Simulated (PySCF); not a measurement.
**How methods differ on the ionisation energy of Gd(47+)**

Gd(47+) [Ne] 3s2 3p5 (2P) → Gd(48+) [Ne] 3s2 3p4 (3P), as a difference of total energies. All numbers are calculated (PySCF 2.14, the spin-free X2C one-electron Hamiltonian (Gaussian nucleus), in an uncontracted even-tempered set (18 s from 10 bohr⁻², ratio 2.5; 12 p from 13 bohr⁻², ratio 2.5; 4 d from 56 bohr⁻², ratio 2.7; 4 f from 83 bohr⁻², ratio 2.7)). Correlated levels: outer shells: 1s2 frozen; virtual orbitals above 40 to 60 times the deepest correlated orbital energy dropped. The calculations carry no spin-orbit coupling.

```json
{"method": "UHF", "ionisation energy (eV)": "4134.9"}
{"method": "MP2 (outer shells)", "ionisation energy (eV)": "4136.0"}
{"method": "SCS-MP2 (outer shells)", "ionisation energy (eV)": "4135.9"}
{"method": "CCSD (outer shells)", "ionisation energy (eV)": "4136.0"}
{"method": "CCSD(T) (outer shells)", "ionisation energy (eV)": "4136.0"}
```

Spin-orbit coupling is strong in these open shells (close to jj coupling). The scalar numbers leave it out and a first-order estimate fails, so it can dominate the gap to the real levels.

Breit and QED terms and the two-electron picture change are absent.

For comparison: 4080 ± 4 eV (theoretical estimate listed by NIST; NIST Atomic Spectra Database, ionization energies).
